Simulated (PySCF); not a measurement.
A structure optimised at B3LYP-D3(BJ)/def2-SVP, used in a PySCF frequency run:

```xyz
10

Ga     0.0000     0.0000    -0.3356
C     -0.0001     1.8008    -1.1303
H      0.8925     2.3499    -0.7905
H     -0.0079     1.7716    -2.2299
H     -0.8836     2.3563    -0.7776
C      0.0001    -1.8008    -1.1303
H      0.8836    -2.3563    -0.7776
H     -0.8925    -2.3499    -0.7905
H      0.0079    -1.7716    -2.2299
Cl     0.0000     0.0000     1.8566
```
Charge 0, spin multiplicity 1.

Task: Write its SMILES, formula and point group.

Result: [CH3][Ga]([CH3])[Cl], C2H6ClGa, C2

Task: What are its rotational constants (standard atomic weights)?

Result: 4.6054, 2.8716, 1.8090 GHz
